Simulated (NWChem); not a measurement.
System: ZnBrF; SMILES [F][Zn][Br]

```xyz
3

Zn     0.0000     0.0000     0.8384
F      0.0000     0.0000     2.5773
Br     0.0000     0.0000    -1.3814
```
Atoms are numbered in this order, from 1.

Results from NWChem. Pople sets run with spherical d functions. Medium grid unless said otherwise, to which SCAN and Minnesota functionals are sensitive. Coordinates come from a PBE0/def2-SVP optimisation. B3LYP is NWChem's, with the RPA form of VWN correlation. Total energies of different functionals are on different scales.

```csv
level,energy (Ha),highest occupied level (eV),orbital gap (eV),dipole (D)
B3LYP/6-31G*,-4452.9109,-8.36,6.39,0.24
PBE/6-31G*,-4452.0814,-7.29,4.79,0.14
PBE0/6-31G*,-4452.2006,-8.65,7.02,0.19
M06-2X/6-31G*,-4452.8140,-9.92,___,0.17
SCAN/6-31G*,-4453.1528,-7.66,5.39,0.15
PW91/6-31G*,-4453.0998,-7.34,4.75,0.17
CAM-B3LYP/6-31G*,-4453.0491,-9.96,9.19,0.17
```

Problem. Some entries are withheld; supply them.

Solution. 
- M06-2X/6-31G*, orbital gap (eV): 8.93
